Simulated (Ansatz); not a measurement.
**Molecular dynamics of C₂H₉Al₂NO**

input.yaml

```yaml
crystal:
  periodic: [false, false, false]
  atoms:
    - { symbol: C, position_ang: [-0.295542, -2.135039, -0.425069] }
    - { symbol: "N", position_ang: [-1.094648, -0.867961, -0.09025] }
    - { symbol: Al, position_ang: [-0.577554, -0.025681, 1.537709] }
    - { symbol: C, position_ang: [-0.547985, 0.278726, -0.871532] }
    - { symbol: O, position_ang: [0.310265, 1.012777, 0.222856] }
    - { symbol: Al, position_ang: [1.378499, 2.33368, -0.079255] }
    - { symbol: H, position_ang: [0.812105, -2.066805, -0.261729] }
    - { symbol: H, position_ang: [-0.458282, -2.43679, -1.486449] }
    - { symbol: H, position_ang: [-0.674627, -2.958214, 0.220278] }
    - { symbol: H, position_ang: [0.42504, -0.758126, 2.403595] }
    - { symbol: H, position_ang: [-1.614297, 0.888072, 2.152814] }
    - { symbol: H, position_ang: [0.075809, 0.042907, -1.776012] }
    - { symbol: H, position_ang: [-1.343318, 1.024299, -1.157412] }
    - { symbol: H, position_ang: [2.0395, 2.876959, 1.160053] }
    - { symbol: H, position_ang: [1.543237, 2.740298, -1.520198] }
basis:
  gaussian: { orbitals: STO-3G }
hamiltonian:
  xc: blyp
md:
  timestep: 0.5
  n_steps: 250
  ensemble: nve
  temperature: 300.0
  initial_velocities: maxwell_boltzmann
  seed: 513245
  masses: [{ species: H, mass: 2.014 }]
scf:
  lower_state_search: "off"
```

Command:

```bash
$ ansatz run input.yaml --threads 1 --pin off --max-ram 2048MiB --backend cpu --events-out ev --progress --plain --runs-dir out
```

It starts from a relaxed structure.

Output, in part (one step line in 5, the closing report, with atoms numbered from 0):

```
md step     0: t =     0.00 fs  T =   300.0 K  F+E_penalty+E_count = -18716.60226452 eV  E_kin = 0.504114 eV  conserved = -18716.09815052 eV  (16 SCF iters)
md step     5: t =     2.50 fs  T =   209.1 K  F+E_penalty+E_count = -18716.44847614 eV  E_kin = 0.351300 eV  conserved = -18716.09717605 eV  (14 SCF iters)
md step    10: t =     5.00 fs  T =   127.0 K  F+E_penalty+E_count = -18716.30986657 eV  E_kin = 0.213428 eV  conserved = -18716.09643841 eV  (14 SCF iters)
md step    15: t =     7.50 fs  T =   190.9 K  F+E_penalty+E_count = -18716.41822661 eV  E_kin = 0.320735 eV  conserved = -18716.09749195 eV  (13 SCF iters)
md step    20: t =    10.00 fs  T =   213.8 K  F+E_penalty+E_count = -18716.45693638 eV  E_kin = 0.359297 eV  conserved = -18716.09763963 eV  (14 SCF iters)
md step    25: t =    12.50 fs  T =   146.8 K  F+E_penalty+E_count = -18716.34368284 eV  E_kin = 0.246708 eV  conserved = -18716.09697447 eV  (14 SCF iters)
md step    30: t =    15.00 fs  T =   125.6 K  F+E_penalty+E_count = -18716.30778814 eV  E_kin = 0.211134 eV  conserved = -18716.09665397 eV  (14 SCF iters)
md step    35: t =    17.50 fs  T =   204.5 K  F+E_penalty+E_count = -18716.44123289 eV  E_kin = 0.343696 eV  conserved = -18716.09753716 eV  (13 SCF iters)
md step    40: t =    20.00 fs  T =   215.4 K  F+E_penalty+E_count = -18716.45975610 eV  E_kin = 0.361892 eV  conserved = -18716.09786431 eV  (13 SCF iters)
md step    45: t =    22.50 fs  T =   107.9 K  F+E_penalty+E_count = -18716.27792787 eV  E_kin = 0.181263 eV  conserved = -18716.09666441 eV  (14 SCF iters)
md step    50: t =    25.00 fs  T =   106.8 K  F+E_penalty+E_count = -18716.27619827 eV  E_kin = 0.179510 eV  conserved = -18716.09668805 eV  (13 SCF iters)
md step    55: t =    27.50 fs  T =   207.9 K  F+E_penalty+E_count = -18716.44728041 eV  E_kin = 0.349411 eV  conserved = -18716.09786914 eV  (14 SCF iters)
md step    60: t =    30.00 fs  T =   189.4 K  F+E_penalty+E_count = -18716.41576708 eV  E_kin = 0.318242 eV  conserved = -18716.09752497 eV  (14 SCF iters)
md step    65: t =    32.50 fs  T =   102.4 K  F+E_penalty+E_count = -18716.26873260 eV  E_kin = 0.172038 eV  conserved = -18716.09669500 eV  (14 SCF iters)
md step    70: t =    35.00 fs  T =   109.5 K  F+E_penalty+E_count = -18716.28099728 eV  E_kin = 0.184047 eV  conserved = -18716.09695040 eV  (14 SCF iters)
md step    75: t =    37.50 fs  T =   165.4 K  F+E_penalty+E_count = -18716.37557020 eV  E_kin = 0.277916 eV  conserved = -18716.09765457 eV  (14 SCF iters)
md step    80: t =    40.00 fs  T =   132.1 K  F+E_penalty+E_count = -18716.31936114 eV  E_kin = 0.221901 eV  conserved = -18716.09745982 eV  (14 SCF iters)
md step    85: t =    42.50 fs  T =    61.8 K  F+E_penalty+E_count = -18716.20032186 eV  E_kin = 0.103809 eV  conserved = -18716.09651288 eV  (13 SCF iters)
md step    90: t =    45.00 fs  T =   122.4 K  F+E_penalty+E_count = -18716.30290904 eV  E_kin = 0.205709 eV  conserved = -18716.09720017 eV  (14 SCF iters)
md step    95: t =    47.50 fs  T =   191.2 K  F+E_penalty+E_count = -18716.41915628 eV  E_kin = 0.321248 eV  conserved = -18716.09790833 eV  (14 SCF iters)
md step   100: t =    50.00 fs  T =   128.0 K  F+E_penalty+E_count = -18716.31217100 eV  E_kin = 0.215087 eV  conserved = -18716.09708408 eV  (14 SCF iters)
md step   105: t =    52.50 fs  T =    81.1 K  F+E_penalty+E_count = -18716.23290948 eV  E_kin = 0.136264 eV  conserved = -18716.09664540 eV  (14 SCF iters)
md step   110: t =    55.00 fs  T =   136.5 K  F+E_penalty+E_count = -18716.32668114 eV  E_kin = 0.229348 eV  conserved = -18716.09733321 eV  (13 SCF iters)
md step   115: t =    57.50 fs  T =   169.3 K  F+E_penalty+E_count = -18716.38206334 eV  E_kin = 0.284473 eV  conserved = -18716.09759039 eV  (14 SCF iters)
md step   120: t =    60.00 fs  T =   121.9 K  F+E_penalty+E_count = -18716.30197279 eV  E_kin = 0.204821 eV  conserved = -18716.09715131 eV  (14 SCF iters)
md step   125: t =    62.50 fs  T =    95.5 K  F+E_penalty+E_count = -18716.25716046 eV  E_kin = 0.160499 eV  conserved = -18716.09666156 eV  (14 SCF iters)
md step   130: t =    65.00 fs  T =   167.8 K  F+E_penalty+E_count = -18716.37946900 eV  E_kin = 0.281924 eV  conserved = -18716.09754512 eV  (14 SCF iters)
md step   135: t =    67.50 fs  T =   181.5 K  F+E_penalty+E_count = -18716.40270421 eV  E_kin = 0.305037 eV  conserved = -18716.09766721 eV  (14 SCF iters)
md step   140: t =    70.00 fs  T =   108.3 K  F+E_penalty+E_count = -18716.27879808 eV  E_kin = 0.182033 eV  conserved = -18716.09676533 eV  (14 SCF iters)
md step   145: t =    72.50 fs  T =   111.5 K  F+E_penalty+E_count = -18716.28419295 eV  E_kin = 0.187285 eV  conserved = -18716.09690801 eV  (14 SCF iters)
md step   150: t =    75.00 fs  T =   174.0 K  F+E_penalty+E_count = -18716.38994214 eV  E_kin = 0.292466 eV  conserved = -18716.09747568 eV  (14 SCF iters)
md step   155: t =    77.50 fs  T =   183.8 K  F+E_penalty+E_count = -18716.40621444 eV  E_kin = 0.308802 eV  conserved = -18716.09741257 eV  (14 SCF iters)
md step   160: t =    80.00 fs  T =   150.7 K  F+E_penalty+E_count = -18716.35026573 eV  E_kin = 0.253236 eV  conserved = -18716.09702985 eV  (14 SCF iters)
md step   165: t =    82.50 fs  T =   157.2 K  F+E_penalty+E_count = -18716.36125926 eV  E_kin = 0.264216 eV  conserved = -18716.09704333 eV  (13 SCF iters)
md step   170: t =    85.00 fs  T =   191.9 K  F+E_penalty+E_count = -18716.42008298 eV  E_kin = 0.322424 eV  conserved = -18716.09765924 eV  (14 SCF iters)
md step   175: t =    87.50 fs  T =   147.2 K  F+E_penalty+E_count = -18716.34455455 eV  E_kin = 0.247316 eV  conserved = -18716.09723810 eV  (13 SCF iters)
md step   180: t =    90.00 fs  T =    96.8 K  F+E_penalty+E_count = -18716.25935661 eV  E_kin = 0.162642 eV  conserved = -18716.09671487 eV  (13 SCF iters)
md step   185: t =    92.50 fs  T =   136.8 K  F+E_penalty+E_count = -18716.32707125 eV  E_kin = 0.229880 eV  conserved = -18716.09719123 eV  (14 SCF iters)
md step   190: t =    95.00 fs  T =   183.5 K  F+E_penalty+E_count = -18716.40590566 eV  E_kin = 0.308406 eV  conserved = -18716.09749976 eV  (14 SCF iters)
md step   195: t =    97.50 fs  T =   167.4 K  F+E_penalty+E_count = -18716.37863961 eV  E_kin = 0.281302 eV  conserved = -18716.09733757 eV  (14 SCF iters)
md step   200: t =   100.00 fs  T =   129.0 K  F+E_penalty+E_count = -18716.31376441 eV  E_kin = 0.216835 eV  conserved = -18716.09692920 eV  (14 SCF iters)
md step   205: t =   102.50 fs  T =   143.7 K  F+E_penalty+E_count = -18716.33867286 eV  E_kin = 0.241420 eV  conserved = -18716.09725330 eV  (14 SCF iters)
md step   210: t =   105.00 fs  T =   154.3 K  F+E_penalty+E_count = -18716.35672140 eV  E_kin = 0.259251 eV  conserved = -18716.09747083 eV  (13 SCF iters)
md step   215: t =   107.50 fs  T =   124.2 K  F+E_penalty+E_count = -18716.30569993 eV  E_kin = 0.208765 eV  conserved = -18716.09693493 eV  (14 SCF iters)
md step   220: t =   110.00 fs  T =   138.7 K  F+E_penalty+E_count = -18716.33016924 eV  E_kin = 0.232999 eV  conserved = -18716.09717056 eV  (14 SCF iters)
md step   225: t =   112.50 fs  T =   162.2 K  F+E_penalty+E_count = -18716.36991220 eV  E_kin = 0.272504 eV  conserved = -18716.09740811 eV  (14 SCF iters)
md step   230: t =   115.00 fs  T =   144.3 K  F+E_penalty+E_count = -18716.33968116 eV  E_kin = 0.242416 eV  conserved = -18716.09726542 eV  (14 SCF iters)
md step   235: t =   117.50 fs  T =   108.7 K  F+E_penalty+E_count = -18716.27975995 eV  E_kin = 0.182630 eV  conserved = -18716.09713019 eV  (14 SCF iters)
md step   240: t =   120.00 fs  T =    97.5 K  F+E_penalty+E_count = -18716.26078827 eV  E_kin = 0.163875 eV  conserved = -18716.09691345 eV  (14 SCF iters)
md step   245: t =   122.50 fs  T =   137.8 K  F+E_penalty+E_count = -18716.32905115 eV  E_kin = 0.231609 eV  conserved = -18716.09744183 eV  (14 SCF iters)
md step   250: t =   125.00 fs  T =   141.4 K  F+E_penalty+E_count = -18716.33490619 eV  E_kin = 0.237607 eV  conserved = -18716.09729907 eV  (14 SCF iters)
Total energy: -18716.33522610 eV, -687.8126331713 hartree
Atom 0 at    -0.503138    -2.290840    -0.479523 Å, force     0.690328     0.275142    -0.348689 eV/Å
Atom 1 at    -0.987370    -0.914524    -0.026192 Å, force     0.076469     0.414881    -0.613010 eV/Å
Atom 2 at    -0.511058     0.055577     1.527893 Å, force     0.957324    -1.577607     0.077988 eV/Å
Atom 3 at    -0.442493     0.186044    -0.887096 Å, force    -0.352090    -0.438874     0.111533 eV/Å
Atom 4 at     0.404737     0.971708     0.192079 Å, force     0.159020     0.477067    -0.574175 eV/Å
Atom 5 at     1.314119     2.439980    -0.043118 Å, force     0.014467    -0.244561     1.786548 eV/Å
Atom 6 at     0.516297    -2.625586    -0.111427 Å, force    -0.288318     0.277363     0.003636 eV/Å
Atom 7 at    -0.463566    -2.356570    -1.606430 Å, force    -0.124950     0.069269     0.536454 eV/Å
Atom 8 at    -1.226455    -3.048863    -0.130332 Å, force    -0.263169    -0.255709     0.153379 eV/Å
Atom 9 at     0.445535    -0.588666     2.520838 Å, force    -0.037310     0.033046    -0.158298 eV/Å
Atom 10 at    -1.553700     0.925344     2.048069 Å, force    -0.971996     0.910400     0.355097 eV/Å
Atom 11 at     0.153491    -0.111310    -1.797501 Å, force     0.149297     0.025771     0.205957 eV/Å
Atom 12 at    -1.242323     0.912040    -1.236615 Å, force     0.200346     0.082388     0.218090 eV/Å
Atom 13 at     1.856384     2.938429     1.353806 Å, force    -0.352747    -0.288867    -1.311392 eV/Å
Atom 14 at     1.403488     2.927051    -1.441542 Å, force     0.143327     0.240292    -0.443117 eV/Å
Dipole moment:     0.524512     0.550190    -0.522572 e Å
```

The run went to its last step. The conserved energy stayed within 0.12 meV per atom of its start (net change 0.057 meV per atom), so the integration is sound. The temperature averaged 0.48 of the 300 K drawn at the start: a run that starts near a minimum puts about half its kinetic energy into the potential. A run of 0.12 ps of so small a system gives no equilibrium averages. Limits of this set-up: minimal basis.

The same pairs are bonded in the first frame and the last. Pairs count as bonded within 1.25 times the sum of covalent radii (0.12 Å more for H–H).

Last frame:

```xyz
15
Properties=species:S:1:pos:R:3
C -0.503 -2.291 -0.479
N -0.987 -0.914 -0.026
Al -0.511 0.056 1.528
C -0.443 0.186 -0.887
O 0.405 0.972 0.192
Al 1.314 2.440 -0.043
H 0.516 -2.626 -0.111
H -0.464 -2.357 -1.606
H -1.226 -3.049 -0.130
H 0.446 -0.589 2.521
H -1.554 0.925 2.048
H 0.153 -0.111 -1.798
H -1.242 0.912 -1.237
H 1.856 2.938 1.354
H 1.403 2.927 -1.442
```

The run took 9.6 min on 1 thread of Arm Neoverse V2 (shared host), peak memory 0.089 GiB.
